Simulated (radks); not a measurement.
Task: Coherent X-ray form factor from a spherical all-electron density. Method: scalar-relativistic Kohn-Sham, PBE, spin-polarised, spherical densities, point nucleus; computed with a radial shooting solver on a logarithmic mesh with Libxc functionals.

sin(theta)/lambda (1/angstrom)  f0 (electrons)
0.05                                     2.962
0.1                                      2.856
0.15                                     2.699
0.2                                      2.516
0.25                                     2.329
0.3                                      2.155
0.4                                      1.877
0.5                                      1.686
0.6                                      1.549
0.8                                      1.327
1                                        1.113
1.25                                     0.863
1.5                                      0.655
2                                        0.372

The species is in the configuration that NIST lists as its ground one. Which atom or ion scatters so?

Result: The carbon ion C3+, [He] 2s1. Extrapolating in s^2 from the first two rows gives f0(0) = 3.0, near the electron count 3; among species with that count, the fall with angle is slower the higher Z, and the table is that of Z = 6; from so few rows the species is fixed only to a neighbour or two.
